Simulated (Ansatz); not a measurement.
Ansatz results at the PBE0-D4/def2-TZVP geometry: HOMO energy (PBE/def2-TZVPP) -7.69 eV; ideal-gas entropy at 298 K and 1 bar (rigid rotor, harmonic PBE0-D4/def2-TZVP) 347 J/(mol·K); LUMO energy (PBE0/def2-TZVPP) -2.18 eV.

**Question.** Which molecule gave them?
A. `C[O][Ga]([Cl])[Cl]`
B. `[F][Ga]([Br])[Br]`
C. `[NH2][Ga]([NH2])[NH2]`
D. `C=[CH][Ga]([Cl])[Cl]`

**Answer.** B. The others give `[NH2][Ga]([NH2])[NH2]`: -5.32, 351, 0.18; `C=[CH][Ga]([Cl])[Cl]`: -7.47, 368, -1.86; `C[O][Ga]([Cl])[Cl]`: -6.99, 379, -1.48.
